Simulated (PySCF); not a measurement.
## Does the structure fit the spectrum?

A compound C7H13F gives the data below (simulated from a calculation) and was assigned the structure `CC(C)=C(C)CCF`.

¹³C{¹H} NMR (computed): δ 60.3 (CH), 27.5 (CH3, 3C), 24.0 (CH), 21.9 (C), 6.0 (CH2).

¹H NMR (600 MHz, computed): δ 3.87 (m, 1H), 0.92 (m, 1H), 0.80 (s, 9H), 0.66 (m, 1H), 0.38 (m, 1H).

PySCF 2.14.0 with density-fitted response routines calculation with GIAO HF/pcSseg-1 shieldings and PBE0-D3(BJ)/def2-SVP structure; a single conformation, fast rotation and ring inversion assumed for equivalent nuclei, relativity neglected, no solvent model.

Shifts are taken against calculated references (same method and geometry level): TMS for ¹H (σ = 31.69 ppm), ¹³C (σ = 190.85 ppm).

Question: Compare with the shifts computed for the proposed structure, pairing carbons in order of shift.

Answer: Atoms are numbered as in `[CH3:1][C:2]([CH3:3])=[C:4]([CH3:5])[CH2:6][CH2:7][F:8]`. Hydrogens are named by the atom that carries them.

| atom | computed for proposal | given list | difference |
| --- | --- | --- | --- |
| C2 | 139.1 | 60.3 | +78.8 |
| C4 | 129.9 | 27.5 | +102.4 |
| C7 | 73.9 | 27.5 | +46.4 |
| C6 | 33.7 | 27.5 | +6.2 |
| C3 | 20.4 | 24.0 | -3.6 |
| C1 | 19.5 | 21.9 | -2.4 |
| C5 | 19.0 | 6.0 | +13.0 |

The rms difference is 52.2 ppm and the largest +102.4 ppm at C4 (fully substituted alkene carbon). The proposal also would give 7 carbon signals, not 5. The carbon types in order of shift don't match either: C, C, CH2, CH2, CH3, CH3, CH3 for the proposal against CH, CH3, CH3, CH3, CH, C, CH2 in the data. The proposal doesn't fit.

Question: Which isomer fits?

Answer: SMILES CC(C)(C)[C@@H]1C[C@H]1F.

- Carbon types of the structure: 1 × C, 2 × CH, 1 × CH2, 3 × CH3, which accounts for all hydrogens.
- δC 60.3, 24.0, 6.0: three-membered-ring carbon.
- δC 27.5: methyl carbon; saturated and bonded to C and H only.
- δH 3.87, 0.92, 0.66, 0.38: hydrogen on a three-membered-ring carbon.
- δH 0.80: hydrogen on a methyl carbon; far from electronegative atoms and π systems.

The data come from this structure; uniqueness wasn't tested.

Splittings by ¹⁹F in the carbon and heteronuclear signals aren't shown, as no couplings were computed. Shifts are as computed. Against solution values, carbons near 30 ppm lie about -0 ppm off and those near 130 ppm about +7 ppm. Of 1211 compounds with measured shifts, 218 miss one by over three times the rms of a fit or turn the order of signals round; such compounds aren't used in these exercises. No couplings were computed; multiplicities are counted from neighbouring protons, with m where these are inequivalent, close in shift, in a saturated or five-membered ring or joined by F or P, and br s for small geminal =CH2 splittings.
